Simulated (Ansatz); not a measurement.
Compare A (`OC[SiH2]O[SiH3]`) with its isomer B (`O[SiH2]C(O)[SiH3]`).

Calculated with Ansatz (gas phase, PBE0-D4/def2-TZVP geometries, no zero-point term in ΔE). CCSD(T)/CBS is the MP2 limit (def2-TZVPP, def2-QZVPP) plus CCSD(T) − MP2 in def2-TZVPP, frozen cores. DFT in def2-TZVPP. B3LYP here is the variant with VWN-RPA as its local correlation; programs differ in this. One conformer a species, not always the lowest.

A:

```xyz
13

O    -0.758   -0.075   -1.560
C    -0.407   -1.286   -0.902
Si    1.077   -0.886    0.183
O     0.702    0.373    1.155
Si   -0.139    1.781    1.156
H    -1.575   -0.204   -2.047
H    -1.227   -1.658   -0.272
H    -0.156   -2.084   -1.615
H     2.245   -0.535   -0.666
H     1.405   -2.064    1.027
H     0.257    2.640    0.012
H     0.176    2.479    2.428
H    -1.600    1.518    1.100
```

B:

```xyz
13

O    -1.3231   -2.1362   -1.1039
Si   -0.1693   -0.9656   -1.1680
C    -0.0270   -0.1326    0.5167
O    -1.3769    0.2390    0.8499
Si    1.1342    1.3557    0.5604
H    -2.1335   -1.8752   -0.6598
H    -0.4992    0.0715   -2.1826
H     1.1120   -1.6262   -1.5168
H     0.3530   -0.8922    1.2185
H    -1.3807    0.6849    1.7018
H     0.8055    2.3234   -0.5171
H     2.5490    0.9170    0.4252
H     0.9559    2.0366    1.8755
```

(1) Which isomer does CCSD(T)/CBS put lower? Give the gap. (Estimate.)

(2) Give E(B) − E(A) in kJ/mol with HF/def2-TZVPP, B3LYP-D4, r2SCAN-D4, CCSD/def2-TZVPP, CCSD(T)/def2-TZVPP, ωB97M-V, B3LYP. (Best estimate.)

Largest T1 diagnostic: 0.012.

## Answers

(1) Computed: A, by 114.0 kJ/mol.

(2) Ansatz gave: HF/def2-TZVPP 142.5, B3LYP-D4 116.7, r2SCAN-D4 110.1, CCSD/def2-TZVPP 118.9, CCSD(T)/def2-TZVPP 114.3, ωB97M-V 112.1, B3LYP 117.4. None reverses the order clearly.

From PBE to PBE0 (25 % exact exchange), in def2-TZVPP and without D4, E(B) − E(A) moves by +8.4 kJ/mol. In def2-TZVPP, CCSD(T) changes the Hartree–Fock value by −28.2 kJ/mol (the triples alone add −4.6 kJ/mol) and MP2 by −26.4 kJ/mol.
